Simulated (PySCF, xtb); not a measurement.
GeTe, SMILES [Ge]=[Te] (connectivity only; charge and spin as stated), charge +1, multiplicity 2.

Harmonic wavenumbers (cm⁻¹) from GFN2-xTB in xtb 6.7.1 at its own minimum, in rising order: 280.

**Question.** What does PBE0-D3(BJ)/def2-TZVP in PySCF give at its own minimum? (The exact figures need the calculation; the answer reports its results.)

**Answer.** 274. Paired by order, the mean absolute difference is 6 cm⁻¹ and the zero-point energies are 0.4 and 0.4 kcal/mol.
